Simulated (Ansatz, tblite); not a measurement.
Cost and result up the ladder for (MoO3)3 (Mo₃O₉) (12 atoms). The state is a singlet with charge 0. Geometry: PBE-D4/def2-SVP.

```xyz
12

O    -2.410    1.181    1.970
Mo   -0.773    1.067    1.557
O     0.095    1.999    2.670
O    -0.462    1.640   -0.228
Mo    0.217    0.876   -1.829
O    -0.940    0.888   -3.062
O     1.570    1.719   -2.397
O     0.664   -0.895   -1.309
Mo    0.560   -1.942    0.273
O     2.085   -2.495    0.755
O    -0.424   -3.301    0.057
O    -0.181   -0.738    1.542
```

Ansatz on 2 threads of AMD EPYC 7R13 on a shared host and a share (18 GiB) of an NVIDIA H100 80GB HBM3; xTB runs through tblite on one thread. Times are rough, summed over both states, and most runs start from the orbitals of an earlier one. PBE0-D4/def2-TZVP serves as the yardstick here, not as an exact answer. The other state is a triplet.

In the def2 sets Mo takes a core potential; there is no spin–orbit coupling. The xTB rows come from tblite. HOMO above LUMO, or a gap near zero within one spin, warns that the state may not be the lowest or that an electron is smeared out.

xTB has no spin-polarisation term.

```json
{"level": "GFN1-xTB", "functions": "63", "wall time": "0.046 s"}
{"level": "GFN2-xTB", "functions": "63", "wall time": "0.046 s"}
{"level": "PBE0-D4/def2-TZVP", "functions": "399", "wall time": "15 s"}
{"level": "r2SCAN-D4/def2-TZVP (with forces)", "functions": "399", "wall time": "15 s"}
{"level": "PBE-D4/def2-TZVP", "functions": "399", "wall time": "17 s"}
```

(1) Estimate what each level gives for the vertical triplet (eV).

## Answers

(1) 
| level | vertical triplet (eV) | difference from PBE0-D4/def2-TZVP (eV) | remarks |
| --- | --- | --- | --- |
| GFN1-xTB | 4.80 | 1.35 | – |
| GFN2-xTB | 3.54 | 0.10 | – |
| PBE0-D4/def2-TZVP | 3.45 | 0.00 | – |
| r2SCAN-D4/def2-TZVP (with forces) | 3.57 | 0.12 | gap within one spin near zero (triplet) |
| PBE-D4/def2-TZVP | 3.44 | -0.01 | gap within one spin near zero (triplet) |
